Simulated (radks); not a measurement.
The numbers below are computed, except where a source is named.
Tb+, configuration [Xe] 4f8 6s1 6p1 (not the ground configuration). Level of theory: scalar-relativistic Kohn-Sham, BLYP, spin-polarised, spherical densities, finite nucleus; open shells are filled with parallel spins first (spin-orbit coupling, left out, can overturn this in heavy ions); Fermi nuclear charge, rms radius 5.06 fm (a radial shooting solver on a logarithmic mesh with Libxc functionals).

Local quantities along the radius. ELF = 1/(1 + alpha^2) is the electron localisation function; alpha = (tau - tau_W)/tau_unif compares the Pauli kinetic energy density with that of the uniform gas (summed over spins); s = |grad rho|/(2 (3 pi^2)^(1/3) rho^(4/3)) is the reduced gradient; 4 pi r^2 rho is in e/bohr; -r V(r) is the screened charge that the Kohn-Sham potential of spin up presents (atomic units). tau is taken from the large components.

r (bohr)    ELF    alpha       s  4 pi r^2 rho  -r V(r)
0.001057  0.999  0.02397  0.8222         4.813    64.66
0.00123   0.999  0.02437  0.7645         6.149    64.59
0.001444  0.999  0.02503  0.7131         7.927    64.51
0.001681  0.999  0.02590  0.6723         10.04    64.42
0.001957  0.999  0.02707  0.6384         12.66    64.31
0.002296  0.999  0.02871  0.6096         16.05    64.18
0.002673  0.999  0.03076  0.5880         19.97    64.04
0.003112  0.999  0.03343  0.5719         24.64    63.87
0.003652  0.999  0.03712  0.5604         30.43    63.67
0.004251  0.998  0.04178  0.5544         36.77    63.44
0.004989  0.998  0.04838  0.5533         44.26    63.17
0.005808  0.997  0.05697  0.5573         51.98    62.86
0.006761  0.995  0.06887  0.5663         60.02    62.52
0.007934  0.993  0.08683  0.5814         68.36    62.09
0.009237  0.988   0.1119  0.6012         75.58    61.63
0.01075   0.978   0.1496  0.6262         81.48    61.11
0.01262   0.957   0.2115  0.6572         85.58    60.48
0.01469   0.915   0.3050  0.6883         87.00    59.80
0.01724   0.824   0.4619  0.7157         85.86    58.99
0.02007   0.678   0.6896  0.7237         82.86    58.13
0.02336   0.503   0.9939  0.6950         79.30    57.16
0.02742   0.368    1.311  0.6071         76.94    56.01
0.03192   0.327    1.435  0.4793         78.02    54.80
0.03746   0.379    1.279  0.3518         83.97    53.39
0.04361   0.503   0.9931  0.2874         93.73    51.93
0.05076   0.641   0.7489  0.2869         104.9    50.33
0.05957   0.729   0.6092  0.3343         113.8    48.48
0.06935   0.739   0.5940  0.4017         115.4    46.56
0.08074   0.665   0.7092  0.4674         109.2    44.49
0.09474   0.500    1.001  0.4928         97.67    42.16
0.1103    0.361    1.330  0.4251         88.72    39.81
0.1294    0.359    1.337  0.2859         87.77    37.23
0.1507    0.499    1.002  0.2155         94.75    34.72
0.1754    0.665   0.7099  0.2518         101.9    32.14
0.2059    0.742   0.5898  0.3633         99.22    29.36
0.2397    0.688   0.6740  0.5009         83.45    26.71
0.279     0.461    1.082  0.6018         62.00    24.08
0.3274    0.240    1.777  0.4841         46.33    21.32
0.3811    0.299    1.532  0.2220         44.25    18.80
0.4473    0.571   0.8660  0.1723         49.90    16.27
0.5207    0.716   0.6297  0.2783         52.13    13.92
0.6062    0.708   0.6421  0.4181         46.11    11.74
0.7114    0.580   0.8508  0.5562         34.15    9.735
0.8281    0.408    1.205  0.6214         23.57    8.113
0.9718    0.332    1.417  0.5710         16.61    6.691
1.131     0.415    1.187  0.5131         13.13    5.587
1.317     0.560   0.8860  0.5639         10.57    4.675
1.546     0.623   0.7782  0.7325         7.678    3.885
1.799     0.535   0.9320  0.9734         4.933    3.281
2.095     0.310    1.492   1.238         2.808    2.814
2.458     0.148    2.395   1.323         1.522    2.442
2.862     0.197    2.016   1.055         1.002    2.215
3.358     0.502   0.9951  0.8790        0.7904    2.091
3.91      0.713   0.6351   1.058        0.6341    1.938
4.551     0.712   0.6361   1.477        0.4428    1.779
5.341     0.564   0.8791   2.197        0.2460    1.623
6.218     0.327    1.436   3.335        0.1127    1.494
7.239     0.120    2.705   5.353       0.04086    1.390
8.495     0.026    6.177   9.537       0.01063    1.305
9.889     0.004    16.15   18.14      0.002189    1.239
11.6      0.000    55.80   40.21     0.0002874    1.181

On this mesh the ELF has minima near r = 0.032, 0.13, 0.33, 0.97, 2.5 bohr, which separate the shells, and maxima near 0.069 (0.74), 0.21 (0.74), 0.52 (0.72), 1.5 (0.62), 3.9 (0.71).
